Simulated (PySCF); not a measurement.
# Computed spin Hamiltonian

Compound: C4H7O3S (doublet state).
Structure used (GFN2-xTB), in Å, numbered top down from 1:
```
atom  x, y, z in Å
C1     3.0550    0.7634    0.1228
C2     1.8336    0.2437   -0.2148
C3     0.9912   -0.4179    0.6417
S4    -0.5713   -0.9427    0.0371
O5    -0.5702   -1.0155   -1.3927
O6    -1.0484   -2.0761    0.7666
O7    -1.4254    0.3701    0.4799
C8    -2.7587    0.3509    0.0081
H9     3.4412    0.6706    1.1228
H10    3.6592    1.2827   -0.5980
H11    1.4704    0.3444   -1.2293
H12    1.1909   -0.6208    1.6760
H13   -3.3234   -0.4340    0.5166
H14   -2.7617    0.1606   -1.0677
H15   -3.1867    1.3287    0.2239
```

The hyperfine couplings belong to this conformer and change with its torsions.

As a line formula: `C=C[CH]S(=O)(=O)OC` [radical].

Level of theory: UKS B3LYP, pcH-1 on C H O S, non-relativistic, mean-field spin-orbit, GIAO in PySCF. Geometry: GFN2-xTB, one conformer, isolated molecule. The geometry wasn't refined by DFT: couplings that depend on bond lengths, twists or pyramidal angles can differ widely from those at the functional's own minimum. No stability test was run, so a lower SCF solution isn't excluded. ⟨S²⟩ is 0.775 where a pure state has 0.75.

- g1, g2, g3: 2.00198, 2.00223, 2.00303
- g_iso: 2.00241
- Form of g: rhombic: the two nearest values differ by 24 % of g3 − g1
- ⟨S²⟩: 0.7753 (exact 0.7500)
- HOMO–LUMO gap, α and β orbitals: 6.39, 4.40 eV
- Total energy: -780.38252 Eh

Isotropic coupling and dipolar principal values T1 to T3, in MHz:

```tsv
atom	isotope	a_iso	of which spin–orbit	T1	T2	T3	Mulliken spin population
C1	13C	54.5	-0.1	-51.7	-50.3	101.9	0.67
C2	13C	-45.9	0.0	-27.4	10.5	16.9	-0.25
C3	13C	60.8	-0.1	-51.2	-48.6	99.9	0.62
S4	33S	-11.5	0.0	-1.7	0.7	1.0	-0.01
O5	17O	-1.3	0.0	-4.2	1.7	2.5	0.01
O6	17O	-2.2	0.0	-6.4	2.9	3.5	0.01
O7	17O	-26.4	0.0	-3.9	1.4	2.4	0.00
C8	13C	8.2	0.0	-1.0	-1.0	2.0	0.01
H9	1H	-40.1	0.0	-21.8	-2.2	23.9	-0.03
H10	1H	-42.2	0.0	-24.9	-1.0	25.9	-0.03
H11	1H	11.9	0.0	-5.2	-1.3	6.5	0.01
H12	1H	-39.7	0.0	-21.1	-2.3	23.4	-0.03
H13	1H	-0.3	0.0	-1.0	-0.5	1.5	0.00
H14	1H	-0.5	0.0	-1.0	-0.6	1.6	0.00
H15	1H	1.0	0.0	-0.9	-0.4	1.3	0.00
```

Largest spin populations (Mulliken): C1 (+0.67), C3 (+0.62) and C2 (-0.25). The positive populations add up to 1.33 and the negative ones to -0.33, together 2S = 1. The angles at C1 add up to 360.0°, so it is planar; its axial dipolar tensor and the negative couplings of its protons fit spin in a p orbital normal to that plane.

Axes: g3 points within 5° of the C3–S4 bond.

Under fast tumbling the dipolar parts average out, and these isotropic splittings remain: 1 × 1H (H10, I = 1/2, 2 lines) with 1.50 mT, 1 × 1H (H9, I = 1/2, 2 lines) with 1.43 mT, 1 × 1H (H12, I = 1/2, 2 lines) with 1.42 mT and 1 × 1H (H11, I = 1/2, 2 lines) with 0.43 mT.

The 33S coupling of S4 (-11.5 MHz) shows only in satellite lines or after enrichment, since that isotope makes up about 0.76 % of natural sulfur.

The 17O coupling of O7 (-26.4 MHz) shows only in satellite lines or after enrichment, since that isotope makes up about 0.038 % of natural oxygen.

Examples of negative spin density at the nucleus (bohr⁻³): C2 (-0.0408), S4 (-0.0335) and H10 (-0.0094).
